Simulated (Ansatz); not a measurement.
Basis sets compared for Si₁₉PH₃₀. Total charge 0; doublet. Geometry PBE-D4/def2-SVP. Ansatz on 4 threads of AMD EPYC 7R13 on a shared host and a share (37 GiB) of an NVIDIA H100 80GB HBM3; times are rough, and most runs start from earlier orbitals.

```xyz
50

P    -0.366   -1.996    0.385
Si   -3.675   -1.060   -0.391
Si    0.917   -1.413    3.917
Si   -2.824   -1.220    3.355
Si    1.666    0.476   -0.581
Si   -0.374    0.857   -1.747
Si   -0.693    1.438    1.971
Si    2.005   -0.854   -3.950
Si    2.283    2.972   -3.171
Si    1.019   -2.791    2.012
Si    2.749   -1.265   -1.755
Si   -2.470   -2.228    1.256
Si   -0.307   -0.669   -3.552
Si   -2.612    0.952   -1.025
Si   -1.173   -1.849    4.908
Si    1.019    0.902    3.484
Si   -2.751    1.109    3.039
Si    2.983    2.398   -0.998
Si   -0.044    2.937   -2.833
Si    2.856    1.231   -4.656
H    -5.091   -0.761    0.040
H    -3.737   -1.914   -1.635
H     2.030   -1.821    4.854
H    -4.195   -1.660    3.818
H    -0.430   -3.225   -0.369
H     1.604    0.200    0.898
H    -0.489    2.778    1.300
H     2.386   -1.939   -4.928
H     2.835    4.284   -3.676
H     0.678   -4.204    2.420
H     2.408   -2.791    1.422
H     2.305   -2.634   -1.303
H     4.245   -1.168   -1.594
H    -2.882   -3.679    1.329
H    -0.884   -2.013   -3.177
H    -1.082   -0.132   -4.730
H    -3.313    1.376   -2.301
H    -2.852    2.060   -0.031
H    -1.292   -3.320    5.223
H    -1.345   -1.066    6.186
H     0.783    1.598    4.809
H     2.373    1.318    2.971
H    -2.818    1.819    4.372
H    -3.918    1.555    2.197
H     2.637    3.514   -0.040
H     4.459    2.106   -0.885
H    -0.446    4.083   -1.934
H    -0.847    3.027   -4.106
H     4.358    1.131   -4.770
H     2.311    1.551   -6.026
```

Single mean-field runs in def2-SVP, def2-TZVP are fitted with def2-universal-jkfit. Another isomer (doublet) lies 0.50 eV lower at PBE0-D4/def2-TZVP; other spin states weren't run for this one.

Binding counts from free atoms (P quartet, Si triplet, H doublet) in the same basis, without a counterpoise term.

| level | functions | energy (Eh) | HOMO (eV) | LUMO (eV) | binding per atom (eV) | wall time |
| --- | --- | --- | --- | --- | --- | --- |
| PBE-D4/def2-SVP | 510 | -5855.1349 | -5.15 | -3.96 | 3.17 | 7.5 s |
| PBE0-D4/def2-SVP | 510 | -5855.7356 | -6.15 | -3.23 | 3.17 | 8 s |

Problem. Estimate the rows for PBE-D4/def2-TZVP (with forces), PBE0-D4/def2-TZVP.

Solution. 
```csv
level,functions,energy (Eh),HOMO (eV),LUMO (eV),binding per atom (eV),wall time
PBE-D4/def2-TZVP (with forces),920,-5857.1516,-5.18,-4.02,3.17,11 s
PBE0-D4/def2-TZVP,920,-5857.7301,-6.14,-3.24,3.17,11 s
```
